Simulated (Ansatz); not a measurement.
Molecule: C2H6BS, net charge 0, doublet state. It need not be the lowest isomer of its formula. 
Coordinates optimised at B3LYP-D3(BJ)/def2-TZVP (Ansatz, an electronic-structure program):
```xyz
10

C      2.3523    -0.3325     0.2090
B      0.8287    -0.2561     0.4874
S     -0.4784     0.2401    -0.5555
C     -1.9951     0.0673     0.4616
H      2.7124    -1.3538     0.3668
H      2.6409    -0.0230    -0.8014
H      2.8972     0.2916     0.9238
H     -1.9347     0.7190     1.3289
H     -2.1141    -0.9660     0.7754
H     -2.8345     0.3629    -0.1656
```
Charge 0, spin multiplicity 2.

Basis-set convergence of Hartree-Fock and MP2 correlation energies (hartree) with Ansatz. Valence correlation only, unless marked. Open shells are spin-unrestricted. No spin-orbit coupling. Non-relativistic.

```tsv
basis	functions	E(HF)	E(corr, MP2)
aug-cc-pV(D+d)Z	155	-501.43577	-0.50871
aug-cc-pV(T+d)Z	331	-501.47527	-0.61649
aug-cc-pV(Q+d)Z	605	-501.48435	-0.65307
```

Extrapolating the two largest sets (X = 3 and 4) as X^-3: E(corr) = (64·(-0.65307) - 27·(-0.61649))/37 = -0.6798 Eh, an estimate of the basis-set limit. The largest set recovers 96.1 % of it, the smallest 74.8 %.
